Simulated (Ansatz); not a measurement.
A barrier at the coupled-cluster level

Start structure (CH₇NSn, singlet), relaxed at PBE0-D4/def2-TZVP:

```
10
angstrom
Sn -0.5679 0.0377 0.5264
C 1.5575 -0.1117 0.4349
N -1.2194 -0.1406 -1.3949
H -1.0101 0.6687 -1.9660
H -1.0371 1.5256 1.2530
H -1.2888 -1.2654 1.3658
H 1.9620 0.7180 -0.1457
H 1.8321 -1.0493 -0.0480
H 1.9884 -0.0826 1.4360
H -2.2168 -0.3006 -1.4615
```

The step: CH₇NSn ([CH3][SnH2][NH2]) → SnNH₃ ([NH][SnH2]) + CH₄; bonds formed: C2–H4; bonds broken: Sn1–C2, N3–H4. Program: Ansatz 0.2.0. Basis: def2-TZVPP and def2-QZVPP. Cores are frozen in the correlated methods. Filled d shells of the heavier atoms are correlated. Core potentials replace the inner electrons of the atoms past krypton. The def2 sets are not built for correlating such inner shells, so the correlated values are less sure here. Extrapolation: Hartree–Fock as exp(−7.88 √X), correlation as X^−2.97. Energies below are by CCSD(T) at an estimated basis limit (MP2 extrapolated from triple and quadruple zeta, plus CCSD(T) − MP2 in triple zeta).

(1) What are the electronic barrier and the energy of the step, from the start structure to the end structure? (Judge from chemistry; the value comes from the calculation.)

T1 diagnostic: at most 0.022. The restricted Hartree–Fock reference is unstable towards an unrestricted one at one or more of these structures.

Answers

(1) By the calculation: Barrier 349.3 kJ/mol; step energy 197.1 kJ/mol (uphill); reverse barrier, their difference, 152.3 kJ/mol. Barrier and step energy count from the start structure, the reverse barrier from the end structure.

The saddle point: One imaginary mode of 1671i cm⁻¹.
```tsv
pair	start (Å)	saddle (Å)	end (Å)
C2–H4	3.60	1.33	1.09
Sn1–C2	2.13	2.43	3.56
N3–H4	1.01	1.49	3.60
```

Zero-point energy (harmonic, PBE0-D4): ZPE is 196.1 kJ/mol at the start and 177.3 kJ/mol at the saddle, so the barrier goes from 349.3 to 330.6 kJ/mol.

First-order rate constant out of the start structure at 898 K by transition-state theory, with harmonic vibrational free energies alone and no tunnelling: ΔA‡ = 340.3 kJ/mol, so k = (kB T/h) exp(−ΔA‡/kB T) ≈ 10^-7 s⁻¹ (an order of magnitude at best: rotation, the number of equivalent paths and anharmonicity are left out).

Labels in which every atom is bracketed show which atoms are joined, not bond orders.

For scale, one of the runs: CCSD(T)/def2-TZVPP, 210 basis functions, launched by `ansatz run in.yaml --threads 4 --pin off --events-out ev --progress --plain --max-ram 9574MiB`. The run took 85 s on 4 CPU threads of an Arm Neoverse V1 (shared host), with 3.2 GiB of host memory at its peak.
